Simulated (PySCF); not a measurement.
Molecule: SMILES C=C1C(Cl)=C1C#N, C₅H₂ClN.

Bonds (- single, = double, # triple, : aromatic): C1=C2, C2-C3, C3-Cl4, C3=C5, C5-C6, C6#N7, C5-C2. C1 carries H8, H9. H8 is cis to C3; H9 is trans to C3.

Frames of a GFN2-xTB Langevin trajectory at 200 K; GIAO PBE0/pcSseg-1 shieldings in PySCF 2.14, gas phase, non-relativistic; equivalent atoms averaged within each frame.

Chemical shifts δ = σref − σ; $^{13}$C (σref 186.93) and $^{1}$H (σref 31.72) vs TMS; $^{35}$Cl (σref 949.78) vs HCl; $^{15}$N (σref 267.73) against NH3, all at this level. The references are static minima.

Problem. How do the shifts (ppm) fluctuate along the trajectory?

Solution. 
```tsv
time (fs)	C3	C2	C5	C6	C1	Cl4	N7	H8	H9
optimised geometry	155.0	125.6	119.5	111.8	73.1	273	365.0	4.61	4.44
250	150.0	128.8	123.1	111.7	79.8	295	368.0	4.79	4.54
425	152.5	127.9	118.4	109.0	75.2	277	361.6	3.82	4.41
625	164.6	127.0	118.7	116.3	77.0	272	370.8	5.55	4.72
800	167.6	126.5	123.0	113.2	75.2	327	368.1	4.87	4.74
1000	164.8	122.3	113.1	114.7	71.2	271	377.5	4.75	4.62
mean of frames	159.9	126.5	119.2	113.0	75.7	288	369.2	4.76	4.61
standard deviation	8.0	2.5	4.1	2.8	3.2	23	5.7	0.62	0.14
```

5 frames give an uncertainty of the mean of about the standard deviation over 2.2 at best, since frames this close in time may not be independent; classical motion lacks zero-point vibration, and the reference would need the same averaging.
